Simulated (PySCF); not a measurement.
## Ni: ionisation energy

Ni [Ar] 3d8 4s2 (3F) → Ni⁺ [Ar] 3d9 (2D), as a difference of total energies. Calculation: PySCF 2.14, in x2c-QZVPPall; scalar relativity by spin-free X2C-1e. Correlated levels: valence: [Ar] frozen; valence and next inner shell: [Ne] frozen. The calculations carry no spin-orbit coupling.

```csv
method,ionisation energy (eV)
UHF,8.229
LDA,7.582
PBE,7.669
PBE0,7.768
B97-3,7.764
BHandHLYP,8.141
r2SCANh,8.225
MP2 (valence),6.978
SCS-MP2 (valence),7.181
MP2 (valence and next inner shell),6.537
SCS-MP2 (valence and next inner shell),6.850
```

Task: How much does correlation contribute at MP2 (valence and next inner shell)?

Result: 6.537 − (8.229) = -1.692 eV, measured against UHF.

A first-order spin-orbit estimate (lowest level to lowest level, LS coupling) adds 0.052 eV.

Errors of the correlated levels include the incompleteness of this basis and the frozen core.

MP2 underrates the near-degeneracy of ns² with np² in the lower species.

For comparison: 7.640 eV (measured; NIST Atomic Spectra Database, ionization energies).
